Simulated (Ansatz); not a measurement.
Program: Ansatz 0.2.0.

Basis-set series for Cl$_{2}$H$_{3}$N$_{2}$Ta (`[NH]=[Ta]([NH2])([Cl])[Cl]`). Charge 0, multiplicity 1. Ta takes the def2 core potential. All single points use the PBE0-D4/def2-TZVP geometry. It is one conformer, not always the lowest.

```csv
functional,basis,functions,energy (Eh),HOMO (eV),LUMO (eV)
PBE0-D4,def2-TZVPP,244,-1088.60146,-8.09,-1.52
PBE0-D4,def2-QZVPP,425,-1088.63560,-8.13,-1.58
ωB97M-V,def2-TZVPP,244,-1088.86217,-10.33,0.54
ωB97M-V,def2-QZVPP,425,-1088.89463,-10.37,0.45
```

(1) Give the rows for def2-SVP. (Estimate.)

## Answers

(1) The calculation gave: 
```
functional     basis  functions  energy (Eh)  HOMO (eV)  LUMO (eV)
   PBE0-D4  def2-SVP        111  -1088.13583      -8.07      -1.37
   ωB97M-V  def2-SVP        111  -1088.39481     -10.29       0.72
```

Positive LUMOs are unbound and depend on the basis.
